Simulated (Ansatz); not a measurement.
Ansatz (an electronic-structure program) input (RI-MP2/aug-cc-pV(T+d)Z):
A basis named .json is the Basis Set Exchange file of that set.

Ansatz 0.2 input:
```yaml
crystal:
  periodic: [false, false, false]
  atoms:
    - {symbol: Si, position_ang: [-0.10488782, 0.07975743, 0.34087059]}
    - {symbol: N, position_ang: [-0.48995522, 1.58678522, -0.46426439]}
    - {symbol: N, position_ang: [-0.94603010, -1.21935704, -0.40787833]}
    - {symbol: N, position_ang: [1.57278099, -0.27621345, 0.23849482]}
    - {symbol: H, position_ang: [-0.37431017, 0.29747914, 1.77890376]}
    - {symbol: H, position_ang: [-0.61900020, 1.49887649, -1.47582279]}
    - {symbol: H, position_ang: [-0.84828330, -2.15874117, -0.05225082]}
    - {symbol: H, position_ang: [-1.86752473, -1.07291268, -0.78967746]}
    - {symbol: H, position_ang: [2.22798350, 0.18137374, 0.85337847]}
    - {symbol: H, position_ang: [1.99199471, -0.50118248, -0.65118401]}
basis:
  gaussian:
    orbitals: aug-cc-pV_T+d_Z.json
    fitting: {mean_field: def2-universal-jkfit, correlation: aug-cc-pVTZ-RIFIT.json}
magnetization: {spin_polarized: true, initial_magnetization: 1}
correlation: {method: mp2, electrons: outside_noble_gas}
```

Output:

```
Functional definition: HF
integrals: 0.50 GiB planned
467 factors; integrals over basis functions are off by at most 1.1e0 eV
0.65 GiB of device memory are held for the factors and their scratch space
mean field: 1.15 GiB planned
mean field evaluation 1: about -12400.2721 eV, gradient 3.5e1 eV
mean field evaluation 2: about -12404.5765 eV, gradient 1.7e1 eV
mean field evaluation 4: about -12405.9693 eV, gradient 1.2e0 eV
mean field evaluation 8: about -12405.9978 eV, gradient 4.1e-2 eV
mean field evaluation 16: about -12405.9853 eV, gradient 1.2e0 eV
mean field evaluation 32: about -12405.9909 eV, gradient 3.3e-1 eV
mean field -12405.99782483 eV, -455.9120109752 hartree, gradient 1.6e-6 eV, S^2 0.759380; 4 other end points of the search recorded, 0 dependent functions left out
8 core orbitals not correlated
741 factors; their error is unknown
reference -12405.99782483 eV, -455.9120109752 hartree; 13, 12 occupied and 310, 311 virtual orbitals, 741 factors
second order -20.08365146 eV of doubles, -0.00000000 eV of singles
Total energy: -12426.08147629 eV, -456.6500715533 hartree
```

It need not be the lowest isomer of its formula.
